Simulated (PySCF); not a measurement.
## Dipole response of Os (osmium, neutral)

[Xe] 4f14 5d5 6s2 6p1, high-spin 7P determinant (an excited configuration). All numbers are calculated (PySCF 2.14, the spin-free X2C one-electron Hamiltonian (Gaussian nucleus), in x2c-TZVPPall with one added diffuse shell each of s, p, d, f type (12s8p8d4f1g, 113 functions)). Coupled (time-dependent) response in atomic units; α is the mean over directions.

```json
{"method": "PBE", "mean α (bohr³)": "99.66", "α xx, yy, zz": "74.94, 149.1, 74.94", "C₆ (like pair)": "1236", "S(−4)": "6722"}
```

S(−4) is the Cauchy moment in α(ω) = α(0) + S(−4) ω² + …

Spin-orbit coupling is absent.

α(iu) at PBE:

```json
{"u (hartree)": "0", "α(iu) (bohr³)": "99.66"}
{"u (hartree)": "0.0500", "α(iu) (bohr³)": "86.51"}
{"u (hartree)": "0.100", "α(iu) (bohr³)": "66.37"}
{"u (hartree)": "0.200", "α(iu) (bohr³)": "40.56"}
{"u (hartree)": "0.300", "α(iu) (bohr³)": "27.40"}
{"u (hartree)": "0.500", "α(iu) (bohr³)": "15.44"}
{"u (hartree)": "0.750", "α(iu) (bohr³)": "9.474"}
{"u (hartree)": "1.00", "α(iu) (bohr³)": "6.629"}
{"u (hartree)": "1.50", "α(iu) (bohr³)": "3.924"}
{"u (hartree)": "2.00", "α(iu) (bohr³)": "2.643"}
{"u (hartree)": "3.00", "α(iu) (bohr³)": "1.450"}
{"u (hartree)": "5.00", "α(iu) (bohr³)": "0.6320"}
```

The components differ because the open shell of this determinant is not spherical; for a pure term their mean is the scalar polarisability.

Spin-orbit coupling, absent here, splits the open shell strongly.
